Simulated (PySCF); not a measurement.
H₈Si₃, charge +1, doublet, geometry from GFN2-xTB (a state made from the parent by changing its charge; the spin is typed, not shown lowest). Base run: PBE/6-31G* (PySCF).

The PySCF input:
```python
from pyscf import gto, scf, dft, solvent

mol = gto.Mole()
mol.atom = '''
    Si    1.72970700    0.88632690   -0.02570099
    Si    0.21379199   -1.03907901   -0.12106423
    Si   -1.93525910    0.11270432    0.14209921
    H     3.05477237    0.29246878   -0.14008456
    H     1.35648416    1.72359881   -1.16140085
    H     1.47238649    1.51610692    1.26561358
    H     0.47009202   -2.03242159    0.92458347
    H     0.31768446   -1.79635619   -1.37067855
    H    -2.00263957    1.06104696   -0.96534658
    H    -1.86669223    0.75613159    1.45031695
    H    -2.91744618   -0.95990614    0.06232071
'''
mol.basis = '6-31g*'
mol.charge = 1
mol.spin = 1
mol.verbose = 4
mol.build()

mf = dft.UKS(mol)
mf.xc = 'pbe'
mf.kernel()
```

The base run was repeated with changes; each row names its change, and settings that it needs were set with it.

| change | ΔE vs base (kcal/mol) |
|---|---|
| base | 0.000 |
| model = IEF-PCM; solvent = methanol | -49.15 |
| model = IEF-PCM; solvent = tetrahydrofuran | -43.90 |
| model = IEF-PCM; solvent = n-hexane; r_probe = 0.5 | -19.98 |
| model = SS(V)PE; solvent = n-hexane | -23.00 |
| model = IEF-PCM; solvent = n-hexane; lebedev_order = 41 | -23.75 |
| model = IEF-PCM; solvent = n-hexane; vdw_scale = 1.0 | -29.35 |
| model = IEF-PCM; solvent = n-hexane; vdw_scale = 1.1 | -26.09 |
| model = COSMO; solvent = n-hexane | -18.73 |
| model = IEF-PCM; solvent = n-hexane; vdw_scale = 1.4 | -20.76 |
| model = C-PCM; solvent = n-hexane | -23.72 |
| model = IEF-PCM; solvent = dichloromethane | -45.05 |

The base is the gas phase, so ΔE is the electrostatic part of solvation at a fixed geometry, without cavity and dispersion terms.

Open shells are given as the SCF converged; they aren't shown to be the lowest states, and a large step between rows can be another state.
